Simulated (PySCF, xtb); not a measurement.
Al(H)(Me)(OEt) (C3H9AlO), SMILES CC[O][AlH][CH3].

GFN2-xTB run with xtb at its own geometry gives an orbital gap of 4.51 eV and a dipole moment of 1.27 D.

Geometry optimised at PBE0-D3(BJ)/def2-SVP. Other conformers were not sampled.

What does PBE/def2-TZVP (PySCF) give? (Estimate from the structure and the level; the computed values follow.)

gap 5.04 eV (levels -6.30 and -1.26 eV), dipole 0.04 D.
